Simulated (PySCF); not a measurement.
2-pyrimidin-2-yl-1,3,4-oxadiazole (C₆H₄N₄O), SMILES c1cnc(-c2nnco2)nc1.

The structure is a stationary point at ωB97X-D3(BJ)/def2-SVP. One conformer was computed; it need not be the lowest.

These are PySCF with PBE/def2-SVP values and carry that method's errors.

Gas-phase values at a fixed geometry.

```yaml
total_energy: -524.25408 hartree
point_group: Cs
highest_occupied_level: -5.96 eV
lowest_empty_level: -2.85 eV
orbital_gap: 3.12 eV
dipole_moment: 4.46 D
quadrupole, principal values (traceless, Buckingham form, about the centre of nuclear charge): -16.52, -3.80, 20.32 D·Å
mean_static_polarisability: 89.5 bohr³ (13.26 Å³)
polarisability_principal_values: 39.9, 83.5, 145.1 bohr³
```
